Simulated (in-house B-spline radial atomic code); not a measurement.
Results of a calculation; reference values are marked as such.
## Ghost states of the separable form: B

B, [He] 2s2 2p1, non-relativistic LDA (VWN5), spherical and spin-unpolarised, from an all-electron radial atomic-structure program (B-spline basis) (atomic units; all potentials screened as in the neutral atom).

Troullier-Martins channels: 2s (ε = -0.3447, r_c = 1.468 bohr), 2p (ε = -0.1366, r_c = 2.41 bohr). In the Kleinman-Bylander form one channel serves as the local potential, and each other channel l becomes |δV u><u δV|/<u|δV|u>, with δV = V_l − V_local and u the pseudo-orbital. Its strength is E_KB = <u|δV²|u>/<u|δV|u>. By the analysis of Gonze, Stumpf and Scheffler a spurious state lies below the reference level ε if E_KB > 0 and ε is above the second level of the local potential alone, or if E_KB < 0 and ε is above its first. The table's levels are those of angular momentum l in a sphere of 9 bohr, whose wall can lift a shallow ε a little above its free-atom value.

| local | channel | <u δV u> | <u δV² u> | ε | first local level | second local level |
| --- | --- | --- | --- | --- | --- | --- |
| p | s | 0.28636 | 0.6866 | -0.3447 | -1.2036 | -0.0370 |
| s | p | -0.26007 | 0.60401 | -0.1363 | -0.0393 | 0.1604 |

Problem. Apply the rule to each row.

Solution. Local p, channel s: E_KB = +2.4, so ε = -0.3447 is set against -0.0370: no ghost. Local s, channel p: E_KB = -2.32, so ε = -0.1363 is set against -0.0393: no ghost.

Diagonalising the separable Hamiltonian gives:

```
local  channel      three lowest levels  all-electron, two lowest valence levels
    p        s  -0.3447, 0.0452, 0.3326                          -0.3447, 0.0446
    s        p  -0.1363, 0.1001, 0.3878                          -0.1363, 0.0998
```

Problem. Which choices of local channel are safe?

Solution. All are free of ghosts. Among the safe choices the second level, which tests transfer, is off by at most 0.3 millihartree (s local), 0.6 millihartree (p local).
